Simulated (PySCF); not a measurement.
## Working out the ionisation energy of P(2+)

P(2+) [Ne] 3s2 3p1 (2P) → P(3+) [Ne] 3s2 (1S). All numbers are calculated (PySCF 2.14, no relativity, point nucleus, in aug-cc-pV(T+d)Z with one added diffuse shell each of s, p, d, f type (7s6p5d3f, 71 functions)). Frozen: [Ne]. Energies in hartree (1 hartree = 27.21139 eV):

| part | P(2+) (lower) | P(3+) (upper) |
| --- | --- | --- |
| UHF | -339.648090 | -338.561007 |
| CCSD correlation | -0.065137 | -0.049494 |
| (T) | -0.001058 | 0.000000 |

Problem. What does Hartree-Fock give?

Solution. (-338.561007) − (-339.648090) = 1.087083 hartree = 29.581 eV.

Problem. What do CCSD and CCSD(T) give?

Solution. The CCSD correlation energies differ by 0.015643 hartree = 0.426 eV and the triples by 0.001058 hartree = 0.029 eV, so CCSD gives 30.007 eV and CCSD(T) 30.036 eV.

A first-order spin-orbit estimate adds 0.041 eV to CCSD(T) (valence), giving 30.077 eV against 30.203 eV (measured; NIST Atomic Spectra Database, ionization energies).

What remains against the reference includes basis incompleteness, the frozen core and higher excitations.
